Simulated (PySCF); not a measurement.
4-chloronortricyclene, C₇H₉Cl.
Numbering: `[Cl:1][C@:2]12[CH2:3][C@@H:4]3[C@H:5]([CH2:6]1)[C@@H:7]3[CH2:8]2` (hydrogens: H9, H10 on C3; H11 on C4; H12 on C5; H13, H14 on C6; H15 on C7; H16, H17 on C8)

Computed by this run: PBE0-D3(BJ)/def2-TZVP geometry optimisation, gas phase (PySCF); density fitting, grid level 2; the optimiser is geomeTRIC in internal coordinates, started from a GFN2-xTB structure with every atom displaced at random (about 0.01 Å).

Step 0: E = -19918.4314 eV
```
atom  x, y, z in Å  |  force x, y, z in eV/Å
Cl1    -0.8410    0.5985   -2.6128   -0.245   0.102  -0.541
C2     -0.3289    0.2214   -0.9907    0.052   0.261   0.217
C3      0.9232   -0.6527   -0.8977    0.087   1.099   1.274
C4      0.9955   -0.6362    0.6332   -0.180  -0.951  -0.547
C5     -0.4393   -0.6058    1.1053   -0.298   0.164   0.497
C6     -1.3352   -0.5339   -0.1163    0.228  -0.283   0.018
C7      0.4127    0.6485    1.1154   -0.305   0.164  -0.601
C8      0.0269    1.4545   -0.1188   -0.700  -1.126   0.483
H9      1.7906   -0.1590   -1.3149    0.217   0.082  -0.394
H10     0.7925   -1.6277   -1.3174   -0.116  -0.645  -0.297
H11     1.7505   -1.2053    1.1615   -0.015   0.169   0.076
H12    -0.7768   -1.0777    2.0280    0.223   0.113  -0.219
H13    -2.2707    0.0103    0.0359    0.121   0.114   0.038
H14    -1.5864   -1.5281   -0.5159    0.147   0.240  -0.018
H15     0.7420    1.1183    2.0155    0.112   0.154   0.474
H16     0.8351    2.0245   -0.5207    0.623   0.416  -0.396
H17    -0.8394    2.1029    0.0445    0.048  -0.072  -0.063
```

Step 1: E = -19918.3274 eV
```
atom  x, y, z in Å  |  force x, y, z in eV/Å
Cl1    -0.8728    0.6973   -2.5999    0.068  -0.206   0.078
C2     -0.3242    0.2603   -0.9739   -0.227   0.252   0.021
C3      0.9156   -0.6291   -0.8696   -0.184  -0.258  -0.300
C4      0.9796   -0.6380    0.6368   -1.256   0.991  -0.323
C5     -0.4654   -0.5773    1.1315    0.762   0.038  -0.361
C6     -1.2988   -0.5671   -0.1310   -0.695   0.647   0.244
C7      0.3854    0.6805    1.1349   -0.098  -0.729  -0.162
C8      0.0029    1.4702   -0.0934    0.540  -0.238  -0.266
H9      1.8212   -0.2699   -1.3785   -0.329   0.016   0.098
H10     0.5880   -1.6001   -1.2702    0.643   0.044  -0.039
H11     1.7302   -1.1226    1.1907    0.806  -0.579   0.554
H12    -0.7457   -1.1192    2.0162   -0.157   0.042   0.244
H13    -2.2971   -0.0876   -0.0278    0.581  -0.286  -0.043
H14    -1.3986   -1.5673   -0.5490   -0.253  -0.070  -0.051
H15     0.7814    1.1123    2.0398   -0.151   0.142   0.111
H16     0.8898    1.9431   -0.5394   -0.354   0.374   0.196
H17    -0.8405    2.1669    0.0168    0.304  -0.179  -0.002
```

Step 2: E = -19918.4761 eV
```
atom  x, y, z in Å  |  force x, y, z in eV/Å
Cl1    -0.8808    0.6519   -2.6110    0.034  -0.102   0.014
C2     -0.3304    0.2447   -0.9830   -0.027   0.094   0.015
C3      0.9264   -0.6311   -0.8805   -0.357  -0.203   0.025
C4      0.9801   -0.6424    0.6309   -0.182   0.116   0.189
C5     -0.4593   -0.5953    1.1230    0.275  -0.005  -0.163
C6     -1.3252   -0.5412   -0.1165    0.126  -0.096  -0.065
C7      0.3751    0.6586    1.1247    0.284  -0.197   0.081
C8      0.0204    1.4513   -0.1079    0.133  -0.157  -0.092
H9      1.8059   -0.2222   -1.3782   -0.033   0.158   0.037
H10     0.7047   -1.6198   -1.2939    0.185   0.008  -0.030
H11     1.7605   -1.1327    1.2014   -0.109  -0.037  -0.103
H12    -0.7496   -1.1184    2.0235   -0.056   0.115   0.028
H13    -2.2834   -0.0310    0.0099    0.095   0.048   0.032
H14    -1.4958   -1.5355   -0.5342   -0.127   0.009  -0.055
H15     0.7396    1.1027    2.0399   -0.078   0.087   0.008
H16     0.8830    1.9792   -0.5253   -0.113   0.112   0.055
H17    -0.8200    2.1337    0.0113   -0.048   0.051   0.024
```

Problem. Estimate the geometry and energy of step 3. (The exact step hangs on the optimiser's Hessian estimate; all steps are aligned on step 2, rigid shifts and turns removed.)

Solution. E = -19918.5073 eV, largest force 0.223 eV/Å
```
atom  x, y, z in Å  |  force x, y, z in eV/Å
Cl1    -0.8779    0.6165   -2.6194    0.023  -0.024  -0.011
C2     -0.3312    0.2339   -0.9871    0.019   0.029   0.028
C3      0.9246   -0.6355   -0.8801   -0.056  -0.104   0.022
C4      0.9804   -0.6541    0.6320    0.030   0.018   0.080
C5     -0.4516   -0.5948    1.1156   -0.022  -0.200   0.097
C6     -1.3268   -0.5366   -0.1172    0.145  -0.133  -0.040
C7      0.3921    0.6485    1.1223    0.110   0.038  -0.050
C8      0.0214    1.4393   -0.1098    0.050   0.011  -0.037
H9      1.7909   -0.1865   -1.3645    0.058   0.112   0.024
H10     0.7583   -1.6266   -1.3081    0.007  -0.006  -0.031
H11     1.7584   -1.1559    1.1975   -0.132  -0.014  -0.116
H12    -0.7582   -1.0926    2.0254   -0.012   0.050   0.002
H13    -2.2610    0.0032    0.0206   -0.090   0.105   0.056
H14    -1.5426   -1.5232   -0.5368   -0.013   0.043   0.011
H15     0.7409    1.1037    2.0392   -0.058   0.027  -0.024
H16     0.8611    2.0031   -0.5196    0.007   0.036  -0.045
H17    -0.8275    2.1100    0.0241   -0.066   0.012   0.033
```

The energy changes by -0.0313 eV. The first-order estimate −F·Δx gives -0.0515 eV and the mean of the old and new forces, exact on a quadratic surface, -0.0317 eV. The step makes an angle of 61° with the force vector and moves no atom by more than 0.056 Å.

What follows is the cost of the whole optimisation. On Intel Xeon at 2.50 GHz, 2 threads (shared host), this took 14 min wall, 23 min CPU and 2.2 GiB of memory at its peak.
